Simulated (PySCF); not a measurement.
A calculated (UHF, PySCF 2.14, aug-cc-pV(Q+d)Z with one added diffuse shell each of s, p, d, f, g type, no relativity, point nucleus) atom or ion has these occupied shells.

| shell | electrons | orbital energy (eV) | rms radius, mean of both spins (bohr) |
| --- | --- | --- | --- |
| 1s α | 1 | -2494.7 | 0.113 |
| 1s β | 1 | -2494.5 | 0.113 |
| 2s α | 1 | -236.19 | 0.518 |
| 2s β | 1 | -235.95 | 0.518 |
| 2p α | 3 | -173.15 | 0.492 |
| 2p β | 3 | -172.72 | 0.492 |
| 3s α | 1 | -17.266 | 1.93 |
| 3s β | 1 | -14.422 | 1.93 |
| 3p α | 3 | -3.506 | 2.60 |
| 3p β | 2 | -2.328 | 2.60 |

(1) Name the element and its charge.

Results:

(1) S- (sulfur, charge -1), in [Ne] 3s2 3p5, 2P determinant.
